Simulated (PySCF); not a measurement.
GeH3Cl, SMILES [Cl][GeH3].

Geometry optimised at PBE0-D3(BJ)/def2-TZVP.

The numbers are results of PBE0/def2-TZVPD in PySCF, not measurements.

The molecule is in vacuum.

Estimate the frontier levels, gap, dipole moment and polarisability. (An estimate is asked for; the answer gives what the named calculation found.)


```
Quantity                                                                                                        Value
---------------------------------------------------------------------------------------------  ----------------------
highest occupied level                                                                                       -8.81 eV
lowest empty level                                                                                           -0.57 eV
orbital gap                                                                                                   8.24 eV
dipole moment                                                                                                  1.98 D
quadrupole, principal values (traceless, Buckingham form, about the centre of nuclear charge)   -0.55, 0.27, 0.27 D·Å
mean static polarisability                                                                       46.6 bohr³ (6.90 Å³)
polarisability, principal values                                                               42.7, 42.7, 54.4 bohr³
```
